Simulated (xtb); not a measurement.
BBr₂, SMILES [B-](Br)Br (connectivity only; charge and spin as stated), charge -1, multiplicity 1. All values are semi-empirical tight-binding results from xtb (GFN2-xTB unless named), good for trends rather than for accurate numbers. The structure is a stationary point at GFN2-xTB.

Computed properties:
```
Property                                        Result
--------------------------------------  --------------
point group as xtb finds it                        C2v
orbital gap                                    1.94 eV
zero-point energy                         1.4 kcal/mol
G − E(el) at 298.15 K (modified RRHO)   -16.5 kcal/mol
static polarisability (D4 model)            59.2 bohr³
solvation energy, GFN2-xTB/ALPB(water)  -52.1 kcal/mol
solvation energy, GFN2-xTB/ALPB(thf)    -45.6 kcal/mol
```
